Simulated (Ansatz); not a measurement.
Total energies of the cluster GeF2⁺ from Ansatz at r2SCAN-D4/def2-TZVP, gas phase (1 Eh = 27.2114 eV = 2625.5 kJ/mol). The reference geometry is relaxed at PBE-D4/def2-TZVP.

```xyz
3

Ge   -0.369   -0.169    0.427
F    -0.257   -1.037   -1.039
F     0.626    1.206    0.612
```

```
           state                     geometry  energy (Eh)
charge 1 doublet                    reference  -2276.35738
charge 0 singlet                    reference  -2276.75654
charge 1 quartet  relaxed at PBE-D4/def2-TZVP  -2276.14172
```

Question: Work out the vertical electron affinity, to the singlet.

Answer: E(charge 1 doublet) − E(charge 0 singlet) = -2276.35738 − (-2276.75654) = 0.39916 Eh = 10.86 eV.

Question: Which of the charge 1 states is lowest, and how far above it are the others?

Answer: The doublet. quartet: -2276.14172 − (-2276.35738) = 0.21566 Eh = 566.2 kJ/mol.

The structure comes from a short search, and lower isomers may exist.
